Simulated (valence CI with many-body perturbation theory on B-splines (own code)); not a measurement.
# Rh XLI: calculated level list

Level of theory: valence CI with perturbative core correlation (CI+MBPT): three valence electrons over a frozen Dirac-Fock core [He], radial functions for each j: 11 s, 11 p, 10 d, 8 f, 5 g, 2 h, with the one-electron correlation potential Σ1 (screened to all orders), the two-electron term Σ2, the three-electron term Σ3, Breit, model QED; selected single and double excitations, second order for the rest, scaled by the run's own slope (own B-spline code, finite nucleus).

No measured spectrum was set against this ion. As an estimate, large intervals hold to a few tenths of a per cent, small ones and those within an open d or f shell to about a per cent.

Levels 91 to 135 of 199, with energies above the lowest level, (2s^2 2p1/2) J=1/2. "Leading %" is the weight of the configuration and term that name the level; weights of strongly mixed levels are sums over their largest components and can fall short. In the jj column 3d3/2^4 stands for four electrons in 3d with j = 3/2. Lifetimes count E1, E2, E3, M1 and M2 decay at the calculated energies, and are blank where another channel may lead or the interval is too uncertain; long ones can be off by a factor of two.

| No. | Configuration | Term | J | E (eV) | Leading % | Lifetime | g | Second component | Leading jj |
| --- | --- | --- | --- | --- | --- | --- | --- | --- | --- |
| 91 | 2p²3p | ²P° | 1/2 | 3965.5 | 84 | 17.6 fs | 0.686 | 8 % 2p²3p ⁴D° | 2p1/2 2p3/2 3p3/2 (97 %) |
| 92 | 2p²3d | ⁴F | 7/2 | 3968.8 | 63 | 264 fs | 1.143 | 26 % 2p²3d ²G | 2p1/2 2p3/2 3d3/2 (54 %) |
| 93 | 2p²3d | ⁴D | 7/2 | 3972.1 | 45 | 336 fs | 1.232 | 39 % 2p²3d ²F | 2p1/2 2p3/2 3d5/2 (62 %) |
| 94 | 2p²3d | ⁴P | 5/2 | 3976.9 | 40 | 5.44 fs | 1.219 | 34 % 2p²3d ²F | 2p1/2 2p3/2 3d5/2 (53 %) |
| 95 | 2p²3d | ⁴D | 3/2 | 3979.5 | 40 | 8.76 fs | 1.120 | 30 % 2p²3d ²D | 2p1/2 2p3/2 3d5/2 (69 %) |
| 96 | 2p²3d | ²G | 9/2 | 3983.7 | 57 | 2.16 ps | 1.197 | 43 % 2p²3d ⁴F | 2p1/2 2p3/2 3d5/2 (99 %) |
| 97 | 2p²3d | ⁴D | 5/2 | 3987.0 | 39 | 4.93 fs | 1.159 | 29 % 2p²3d ²D | 2p1/2 2p3/2 3d5/2 (58 %) |
| 98 | 2p²3d | ⁴P | 3/2 | 3987.7 | 47 | 3.80 fs | 1.391 | 30 % 2p²3d ²P | 2p1/2 2p3/2 3d3/2 (70 %) |
| 99 | 2p²3d | ⁴P | 1/2 | 3989.9 | 43 | 3.93 fs | 1.886 | 29 % 2p²3d ²S | 2p1/2 2p3/2 3d3/2 (96 %) |
| 100 | 2p²3d | ²D | 5/2 | 3996.2 | 55 | 3.21 fs | 1.197 | 18 % 2p²3d ²F | 2p1/2 2p3/2 3d5/2 (77 %) |
| 101 | 2p²3d | ²F | 7/2 | 4000.8 | 59 | 3.67 fs | 1.104 | 24 % 2p²3d ²G | 2p1/2 2p3/2 3d5/2 (91 %) |
| 102 | 2p²3d | ²D | 3/2 | 4003.4 | 63 | 5.24 fs | 0.941 | 25 % 2p²3d ²P | 2p1/2 2p3/2 3d5/2 (97 %) |
| 103 | 2p²3d | ²P | 1/2 | 4006.2 | 68 | 4.49 fs | 1.026 | 26 % 2p²3d ²S | 2p1/2 2p3/2 3d5/2 (95 %) |
| 104 | 2p²3s | ⁴P | 5/2 | 4017.2 | 53 | 102 fs | 1.405 | 38 % 2p²3s ²D | 2p3/2^2 3s (91 %) |
| 105 | 2p²3s | ²P | 3/2 | 4022.6 | 52 | 29.7 fs | 1.154 | 37 % 2p²3s ²D | 2p3/2^2 3s (98 %) |
| 106 | 2p²3s | ²S | 1/2 | 4059.4 | 73 | 52.1 fs | 1.968 | 16 % 2p²3s ⁴P | 2p3/2^2 3s (96 %) |
| 107 | 2p²3p | ²P° | 3/2 | 4059.7 | 27 | 14.4 fs | 1.418 | 22 % 2p²3p ⁴S° | 2p3/2^2 3p1/2 (98 %) |
| 108 | 2p²3p | ²D° | 5/2 | 4062.6 | 46 | 13.8 fs | 1.175 | 25 % 2p²3p ²F° | 2p3/2^2 3p1/2 (98 %) |
| 109 | 2p²3p | ²P° | 1/2 | 4093.6 | 58 | 15.8 fs | 1.040 | 30 % 2p²3p ²S° | 2p3/2^2 3p3/2 (68 %) |
| 110 | 2p²3p | ²D° | 5/2 | 4096.0 | 53 | 17.2 fs | 1.297 | 35 % 2p²3p ⁴P° | 2p3/2^2 3p3/2 (99 %) |
| 111 | 2p²3p | ⁴D° | 7/2 | 4096.6 | 58 | 18.8 fs | 1.300 | 42 % 2p²3p ²F° | 2p3/2^2 3p3/2 (99 %) |
| 112 | 2p²3p | ²P° | 1/2 | 4106.0 | 84 | 14.2 fs | 0.820 | 8 % 2p²3p ⁴P° | 2p3/2^2 3p1/2 (68 %) |
| 113 | 2p²3p | ²P° | 3/2 | 4125.8 | 63 | 16.3 fs | 1.296 | 16 % 2p²3p ²D° | 2p3/2^2 3p3/2 (99 %) |
| 114 | 2p²3d | ²D | 3/2 | 4138.4 | 39 | 5.46 fs | 1.128 | 22 % 2p²3d ⁴P | 2p3/2^2 3d3/2 (98 %) |
| 115 | 2p²3d | ⁴D | 5/2 | 4138.9 | 28 | 5.49 fs | 1.203 | 21 % 2p²3d ²D | 2p3/2^2 3d3/2 (88 %) |
| 116 | 2p²3d | ²P | 1/2 | 4140.0 | 64 | 7.71 fs | 0.995 | 21 % 2p²3d ⁴P | 2p3/2^2 3d3/2 (72 %) |
| 117 | 2p²3d | ²F | 7/2 | 4140.1 | 43 | 23.0 fs | 1.267 | 41 % 2p²3d ⁴D | 2p3/2^2 3d5/2 (84 %) |
| 118 | 2p²3d | ⁴F | 9/2 | 4142.0 | 57 | 1.77 ps | 1.230 | 43 % 2p²3d ²G | 2p3/2^2 3d5/2 (99 %) |
| 119 | 2p²3d | ²F | 7/2 | 4142.6 | 54 | 6.04 fs | 1.052 | 36 % 2p²3d ²G | 2p3/2^2 3d3/2 (84 %) |
| 120 | 2p²3p | ²P° | 3/2 | 4145.2 | 70 | 16.4 fs | 1.314 | 11 % 2p²3p ²D° | 2p3/2^2 3p3/2 (98 %) |
| 121 | 2p²3d | ²S | 1/2 | 4155.0 | 44 | 5.16 fs | 1.857 | 30 % 2p²3d ⁴P | 2p3/2^2 3d5/2 (71 %) |
| 122 | 2p²3d | ²P | 3/2 | 4163.7 | 55 | 4.35 fs | 1.231 | 16 % 2p²3d ⁴P | 2p3/2^2 3d5/2 (87 %) |
| 123 | 2p²3d | ²D | 5/2 | 4167.1 | 63 | 4.16 fs | 1.143 | 23 % 2p²3d ²F | 2p3/2^2 3d5/2 (91 %) |
| 124 | 2p²3d | ²D | 3/2 | 4185.8 | 84 | 4.09 fs | 0.821 | 6 % 2p²3d ⁴F | 2p3/2^2 3d3/2 (87 %) |
| 125 | 2p²3d | ²D | 5/2 | 4192.4 | 71 | 5.66 fs | 1.183 | 11 % 2p²3d ²F | 2p3/2^2 3d5/2 (96 %) |
| 126 | 2s²4s | ²S | 1/2 | 4662.2 | 97 | 53.0 fs | 1.999 |  | 2s^2 4s (97 %) |
| 127 | 2s²4p | ²P° | 1/2 | 4680.4 | 97 | 88.9 fs | 0.662 |  | 2s^2 4p1/2 (97 %) |
| 128 | 2s²4p | ²P° | 3/2 | 4699.9 | 97 | 101 fs | 1.331 |  | 2s^2 4p3/2 (97 %) |
| 129 | 2s²4d | ²D | 3/2 | 4713.9 | 97 | 11.1 fs | 0.796 |  | 2s^2 4d3/2 (97 %) |
| 130 | 2s²4d | ²D | 5/2 | 4719.8 | 97 | 11.6 fs | 1.198 |  | 2s^2 4d5/2 (97 %) |
| 131 | 2s²4f | ²F° | 5/2 | 4727.9 | 97 | 24.6 fs | 0.854 |  | 2s^2 4f5/2 (97 %) |
| 132 | 2s²4f | ²F° | 7/2 | 4730.7 | 97 | 24.8 fs | 1.140 |  | 2s^2 4f7/2 (97 %) |
| 133 | 2s2p4s | ⁴P° | 1/2 | 4746.1 | 78 | 57.9 fs | 2.231 | 21 % 2s2p4s ²P° | 2s 2p1/2 4s (100 %) |
| 134 | 2s2p4s | ⁴P° | 3/2 | 4762.2 | 68 | 52.8 fs | 1.595 | 31 % 2s2p4s ²P° | 2s 2p1/2 4s (97 %) |
| 135 | 2s2p4p | ⁴D | 1/2 | 4762.3 | 67 | 44.5 fs | 0.409 | 21 % 2s2p4p ²P | 2s 2p1/2 4p1/2 (100 %) |
